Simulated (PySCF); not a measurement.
Mayer bond orders and bond lengths

C12H10O.
SMILES with atom numbers: `[cH:1]1[cH:2][cH:3][c:4]([O:5][c:6]2[cH:7][cH:8][cH:9][cH:10][cH:11]2)[cH:12][cH:13]1` (hydrogens: H14 on C1; H15 on C2; H16 on C3; H17 on C7; H18 on C8; H19 on C9; H20 on C10; H21 on C11; H22 on C12; H23 on C13)

Cartesian coordinates in Å at the PBE0-D3(BJ)/def2-SVP level; atoms count from 1:
```
atom  x, y, z in Å
C1    -4.2220   -0.2139    0.2898
C2    -3.1384   -0.8416    0.9037
C3    -1.8563   -0.3076    0.8004
C4    -1.6601    0.8650    0.0664
O5    -0.4416    1.4719   -0.0266
C6     0.6965    0.7383   -0.1900
C7     1.8548    1.2185    0.4222
C8     3.0601    0.5466    0.2370
C9     3.1149   -0.6044   -0.5487
C10    1.9517   -1.0753   -1.1572
C11    0.7405   -0.4088   -0.9869
C12   -2.7377    1.5018   -0.5493
C13   -4.0159    0.9614   -0.4318
H14   -5.2246   -0.6382    0.3767
H15   -3.2911   -1.7575    1.4797
H16   -1.0073   -0.7923    1.2867
H17    1.7877    2.1200    1.0338
H18    3.9654    0.9261    0.7166
H19    4.0610   -1.1314   -0.6884
H20    1.9848   -1.9710   -1.7822
H21   -0.1692   -0.7704   -1.4702
H22   -2.5517    2.4187   -1.1113
H23   -4.8577    1.4630   -0.9147
```

Bond orders from the PBE0/pcSseg-1 density (PySCF). Isolated species at its PBE0-D3(BJ)/def2-SVP geometry (one conformer only).

**Question.** Where do the orders between heavy atoms depart from those drawn in the SMILES?

**Answer.** The largest departure is 0.109, at C11–C6 (drawn aromatic, 1.391) and C3–C4 (drawn aromatic, 1.393), counting aromatic bonds as 1.5. The bonds drawn aromatic range from 1.39 to 1.43.

**Question.** Give the Mayer order of every bond between heavy atoms, beside its length.

**Answer.** 
| bond | drawn as | length (Å) | Mayer order |
| --- | --- | --- | --- |
| C1–C2 | aromatic | 1.395 | 1.429 |
| C2–C3 | aromatic | 1.393 | 1.434 |
| C3–C4 | aromatic | 1.397 | 1.393 |
| C4–O5 | single | 1.365 | 0.915 |
| O5–C6 | single | 1.364 | 0.921 |
| C6–C7 | aromatic | 1.395 | 1.410 |
| C7–C8 | aromatic | 1.392 | 1.431 |
| C8–C9 | aromatic | 1.395 | 1.429 |
| C9–C10 | aromatic | 1.395 | 1.430 |
| C10–C11 | aromatic | 1.393 | 1.434 |
| C4–C12 | aromatic | 1.395 | 1.414 |
| C12–C13 | aromatic | 1.393 | 1.428 |
| C13–C1 | aromatic | 1.394 | 1.430 |
| C11–C6 | aromatic | 1.397 | 1.391 |

By pair of heavy elements: C–C: lowest C11–C6 and C3–C4 (1.391, 1.397 Å), highest C2–C3, C10–C11 and C7–C8 (1.434, 1.393 Å). C–O: all 2 within 0.02 of one another (0.915 to 0.921). Bonds named together lie within 0.004.

**Question.** And the bonds to hydrogen?

**Answer.** C–H: 0.94 to 0.97 (10 bonds).

**Question.** Sum the orders of all bonds at each heavy atom with more than one neighbour and set the sums beside the valence in the SMILES.

**Answer.** C1 3.825 (drawn 4), C2 3.823 (drawn 4), C3 3.771 (drawn 4), C4 3.722 (drawn 4), O5 1.836 (drawn 2), C6 3.722 (drawn 4), C7 3.804 (drawn 4), C8 3.822 (drawn 4), C9 3.825 (drawn 4), C10 3.824 (drawn 4), C11 3.768 (drawn 4), C12 3.805 (drawn 4), C13 3.820 (drawn 4). Orders between atoms that aren't bonded are not in these sums.

For a closed shell the Mayer order of atoms A and B is Σ (PS)μν (PS)νμ over the basis functions μ on A and ν on B, with P the density and S the overlap matrix.
